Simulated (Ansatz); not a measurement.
Process, species as SMILES: O=[SiH] (O-SiH) → H atom + O atom + Si atom
B3LYP-D3(BJ)/def2-TZVP geometries, fixed; electronic energies without zero-point terms.
Largest species:
```
Si
O 1 1.5293
H 1 1.5278 2 117.75
```
Charge 0, spin multiplicity 2.

Basis-set convergence of the atomisation energy at PBE0 with Ansatz (a program for electronic structure). Cartesian d functions, on some or all atoms, in 6-31G*, 6-31+G*, 6-311G**, 6-311+G**; all else is spherical. The program fits the integrals of some runs and decomposes those of others, by size. Open shells are unrestricted. No added dispersion term, no relativity. Functions are those of the species that has most. Reference: the value in pcseg-4, 211.55 kcal/mol, itself unsure by roughly 0.07 kcal/mol (its mean distance from aug-pcseg-3, aug-cc-pV(Q+d)Z, cc-pV(5+d)Z). Deviations are taken from unrounded values.

| basis | functions | atomisation energy (kcal/mol) |
|---|---|---|
| 6-31G* | 36 | 202.02 |
| 6-31+G* | 44 | 202.65 |
| def2-SVP | 37 | 202.77 |
| def2-SVPD | 55 | 204.94 |
| pcseg-1 | 37 | 201.32 |
| aug-pcseg-1 | 59 | 204.06 |
| cc-pV(D+d)Z | 42 | 201.65 |
| aug-cc-pV(D+d)Z | 64 | 203.88 |
| 6-311G** | 51 | 201.38 |
| 6-311+G** | 59 | 202.00 |
| def2-TZVP | 74 | 209.97 |
| def2-TZVPD | 92 | 210.33 |
| pcseg-2 | 78 | 209.56 |
| aug-pcseg-2 | 119 | 210.76 |
| cc-pV(T+d)Z | 83 | 210.42 |
| aug-cc-pV(T+d)Z | 124 | 210.62 |
| def2-TZVPP | 87 | 210.17 |
| def2-TZVPPD | 105 | 210.49 |
| cc-pV(Q+d)Z | 149 | 211.52 |
| aug-cc-pV(Q+d)Z | 215 | 211.42 |
| def2-QZVPP | 157 | 211.09 |
| def2-QZVPPD | 175 | 211.11 |
| pcseg-3 | 157 | 211.48 |
| aug-pcseg-3 | 223 | 211.57 |

What the diffuse functions change, pair by pair:
- 6-31G* to 6-31+G*: 8 more functions, deviation -9.53 to -8.90 kcal/mol
- def2-SVP to def2-SVPD: 18 more functions, deviation -8.78 to -6.62 kcal/mol
- pcseg-1 to aug-pcseg-1: 22 more functions, deviation -10.23 to -7.50 kcal/mol
- cc-pV(D+d)Z to aug-cc-pV(D+d)Z: 22 more functions, deviation -9.90 to -7.67 kcal/mol
- 6-311G** to 6-311+G**: 8 more functions, deviation -10.17 to -9.56 kcal/mol
- def2-TZVP to def2-TZVPD: 18 more functions, deviation -1.58 to -1.23 kcal/mol
- pcseg-2 to aug-pcseg-2: 41 more functions, deviation -2.00 to -0.80 kcal/mol
- cc-pV(T+d)Z to aug-cc-pV(T+d)Z: 41 more functions, deviation -1.14 to -0.93 kcal/mol
- def2-TZVPP to def2-TZVPPD: 18 more functions, deviation -1.38 to -1.06 kcal/mol
- cc-pV(Q+d)Z to aug-cc-pV(Q+d)Z: 66 more functions, deviation -0.03 to -0.14 kcal/mol
- def2-QZVPP to def2-QZVPPD: 18 more functions, deviation -0.46 to -0.44 kcal/mol
- pcseg-3 to aug-pcseg-3: 66 more functions, deviation -0.07 to 0.01 kcal/mol

They bring the value nearer the reference by more than 0.07 kcal/mol in 9 of 12 pairs.
